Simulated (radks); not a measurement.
Values are calculated unless marked as measured or tabulated.
These are the eigenvalues of the occupied orbitals of an atom or ion with whole-number occupations (hartree). Level of theory: Dirac Kohn-Sham, relativistic LDA (MacDonald-Vosko exchange, VWN5 correlation), spin-unpolarised, spherical densities, finite nucleus; Fermi nuclear charge, rms radius of each element as measured or else 0.836 A^(1/3) + 0.57 fm (a radial shooting solver on a logarithmic mesh with Libxc functionals).

orbital  eigenvalue
1s1/2     -201.4204
2s1/2     -27.23484
2p1/2     -23.83692
2p3/2     -23.57608
3s1/2      -7.04358
3p1/2      -6.06424
3p3/2      -6.02357

Which element is it, and in what charge state? The configuration may be excited.

Answer. Z = 23, vanadium, charge +7: V7+ in [Ne] 3s2 3p(1/2: 1, 3/2: 3). The list shows which subshells hold electrons but not how many an open one holds; the 1s level, -201.42 hartree, gives Z - s = 20.1 by -(Z - s)^2/2, which with screening and relativity narrows Z to a few neighbours, and the depths of the outer levels then fix element, charge and occupations together.
